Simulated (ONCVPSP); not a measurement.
## Before and after: ONCV potential for Tc

ONCVPSP 4.0.1 input, shortened (lines: element, Z, core and valence counts, functional; n l f; lmax; l rc ep ncon nbas qcut; lloc lpopt rc5 dvloc0; l nproj debl; icmod fcfact rcfact), PBE, scalar-relativistic:

```
  Tc 43.00    8    2        4      upf
    1    0    2.00
    2    0    2.00
    2    1    6.00
    3    0    2.00
    3    1    6.00
    3    2   10.00
    4    0    2.00
    4    1    6.00
    4    2    5.00
    5    0    2.00
    2
    0    2.95    0.00    4    8    1.90
    1    2.55    0.25    4    9    3.30
    2    1.85    0.00    4    8    9.80
    4    5    1.30    4.00
    0    1    0.50
    1    2    1.80
    2    2    3.00
    3    3.00    1.75
```

In the p channel the program set the typed energies aside and used 0.050, 1.850 Ha.

All-electron outer shells of the reference configuration (PBE, scalar-relativistic, ld1.x):

```csv
shell,level (eV),outermost node (bohr),outermost maximum (bohr)
4p,-45.34,0.51,1.03
4d,-6.66,0.50,1.27
5s,-5.04,1.28,2.72
```

Change: d: ncon 5, nbas 9.

Cutoffs: the cutoffs (Ha) at which the residual kinetic energy of the hardest occupied pseudo-wave falls to 1 and 0.1 mHa per electron; they do not see the model core or the augmentation charge, which bear on the density cutoff. Errors are all-electron minus pseudo energies relative to the spin-unpolarised reference configuration.

What does the change do?

The potential gets neither clearly harder nor softer (24 Ha and 30 Ha → 23 Ha and 28 Ha); both files keep a bound ghost (s); the errors of the 4 common tests hardly move.

```tsv
quantity	base	changed
cutoff, loose	24 Ha	23 Ha
cutoff, tight	30 Ha	28 Ha
loose cutoff by channel	s 8.0 Ha, d 24 Ha	s 8.0 Ha, d 23 Ha
bound ghosts	s	s
GHOST(+) flags under 300 eV	p at 47.1 eV	p at 47.1 eV
error for 4d5 5s1, meV [ΔE 8.15 eV]	-67	-67
error for 4d5 5s0, meV [ΔE 23.01 eV]	-376	-376
error for 4d4 5s0, meV [ΔE 51.71 eV]	-808	-814
error for 4d6 5s0, meV [ΔE 6.17 eV]	-209	-204
s: phases at 3.00 bohr within 0.05 rad from the reference energy up to (Ha; the scan ends near 5)	0.7	0.7
p: phases at 2.58 bohr within 0.05 rad from the reference energy up to (Ha; the scan ends near 5)	1.7	1.7
d: phases at 1.88 bohr within 0.05 rad from the reference energy up to (Ha; the scan ends near 5)	to the end of the scan	to the end of the scan
rms error of d²Exc/dni dnj with the model core, mHa	3.01	3.01
```

 A true bound ghost makes a file unfit for plane-wave use even where its test errors are small: the radial tests pick states by their node count and pass the ghost by.
